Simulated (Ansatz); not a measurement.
Ansatz (a first-principles code) input file for F2H2HfS2, SMILES [Hf]([F])([SH])([F])[SH], multiplicity 1, PBE0/def2-SVPD. Geometry: B3LYP-D3(BJ)/def2-SVP. The geometry has at least one imaginary mode, so it is a saddle point at that level. The spin state was assumed, not searched. The structure was generated by enumeration; whether it is a known compound was not checked. The def2 effective core potentials stand for the cores of Hf; spin–orbit coupling is left out. Other conformers were not sampled.

Ansatz 0.2 input:
```yaml
crystal:
  periodic: [false, false, false]
  atoms:
    - {symbol: Hf, position_ang: [-0.00000000, -0.00000000, 0.21236752]}
    - {symbol: F, position_ang: [0.00000000, -1.51187632, 1.37764937]}
    - {symbol: F, position_ang: [0.00000000, 1.51187631, 1.37764937]}
    - {symbol: S, position_ang: [-1.97640302, 0.00000000, -1.24025303]}
    - {symbol: H, position_ang: [-2.84822225, 0.00000001, -0.20002656]}
    - {symbol: S, position_ang: [1.97640303, 0.00000000, -1.24025303]}
    - {symbol: H, position_ang: [2.84822225, 0.00000001, -0.20002657]}
basis:
  gaussian:
    orbitals: def2-SVPD
hamiltonian:
  xc: {name: PBE0}
```

Output:

```
WARN ansatz: RAYON_NUM_THREADS=1 ignored (pool sized by the plan → 1); use --threads N
Functional definition: PBE0
integrals: 0.10 GiB planned
1394 factors; their error is unknown
mean field: 0.80 GiB planned
mean field evaluation 1: about -28421.6787 eV, gradient 5.5e1 eV
mean field evaluation 2: about -28396.7708 eV, gradient 1.4e2 eV
mean field evaluation 4: about -28427.2187 eV, gradient 3.8e0 eV
mean field evaluation 8: about -28427.2539 eV, gradient 8.8e-2 eV
mean field evaluation 16: about -28427.5350 eV, gradient 5.2e-5 eV
mean field -28427.53496732 eV, -1044.6926411737 hartree, gradient 3.2e-5 eV, S^2 0.000000; 0 other end points of the search recorded, 0 dependent functions left out
reference -28427.53501538 eV, -1044.6926429400 hartree; 32, 32 occupied and 119, 119 virtual orbitals, 1394 factors
Total energy: -28427.53501538 eV, -1044.6926429400 hartree
```

Self-consistency was reached.

Cost: roughly 5 core-seconds.
